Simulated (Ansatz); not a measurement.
Coupled-cluster run, CH$_{4}$STe (`SC[TeH]`).

```yaml
crystal:
  periodic: [false, false, false]
  atoms:
    - {symbol: S, position_ang: [-1.658822, -0.670571, 0.521170]}
    - {symbol: C, position_ang: [-0.136415, 0.266864, 0.373193]}
    - {symbol: Te, position_ang: [1.412692, -0.911013, -0.556324]}
    - {symbol: H, position_ang: [-1.878173, -0.829211, -0.794640]}
    - {symbol: H, position_ang: [-0.279581, 1.183005, -0.194218]}
    - {symbol: H, position_ang: [0.169772, 0.509849, 1.388658]}
    - {symbol: H, position_ang: [2.431728, 0.383176, -0.783438]}
basis:
  gaussian: {orbitals: def2-TZVPP}
correlation: {method: ccsd_t}
output: {orbitals: {seedname: orbitals}}
```

```sh
$ ansatz run in.yaml --threads 2 --pin off --events-out ev --progress --plain --max-ram 4352MiB
```

The program prints (abridged):

```
Functional definition: HF
  name "HF"
  cite "Fock, Z. Phys. 61, 126 (1930) doi:10.1007/BF01340294"
  parent pbe
  exchange = exact_x
  correlation = 0
1205 factors; integrals over basis functions are off by at most 1.2e-3 eV
mean field evaluation 1: about -19175.4526 eV, gradient 1.7e1 eV
mean field evaluation 2: about -19175.6562 eV, gradient 1.7e1 eV
mean field evaluation 4: about -19176.8639 eV, gradient 3.4e0 eV
mean field evaluation 8: about -19176.8970 eV, gradient 2.5e-1 eV
mean field -19176.89735489 eV, -704.7379792245 hartree, gradient 2.0e-6 eV, S^2 0.000000; 0 other end points of the search recorded, 0 dependent functions left out
10 core orbitals not correlated: weight in the atoms' cores, before any rotation towards them, 1.000 or more for the frozen orbitals, at most 0.000 for the correlated occupied ones
reference -19176.89735489 eV, -704.7379792245 hartree; 15, 15 occupied and 154, 154 virtual orbitals, 1205 factors
second order -22.45584849 eV of doubles, -0.00000000 eV of singles
cycle   1  -22.04127662 eV  change    4.1e-1 eV  update   1.0e-1
cycle   2  -22.62338905 eV  change   -5.8e-1 eV  update   2.8e-2
cycle   3  -22.69510368 eV  change   -7.2e-2 eV  update   1.3e-2
cycle   4  -22.68155421 eV  change    1.4e-2 eV  update   3.1e-3
cycle   5  -22.68239609 eV  change   -8.4e-4 eV  update   1.4e-3
cycle   6  -22.68307650 eV  change   -6.8e-4 eV  update   4.8e-4
cycle   7  -22.68274142 eV  change    3.4e-4 eV  update   2.2e-4
cycle   8  -22.68272437 eV  change    1.7e-5 eV  update   7.7e-5
cycle   9  -22.68278038 eV  change   -5.6e-5 eV  update   2.9e-5
cycle  10  -22.68276201 eV  change    1.8e-5 eV  update   1.3e-5
perturbative correction -0.77051696 eV, -0.0283159762 hartree
Total energy: -19200.35063387 eV, -705.5998713295 hartree
```

Run time 68 s (2 threads of an Arm Neoverse V2 on a shared host); peak host memory 1.9 GiB.

Correlation energy per correlated electron: -0.782 eV. T1 diagnostic: 0.0107.
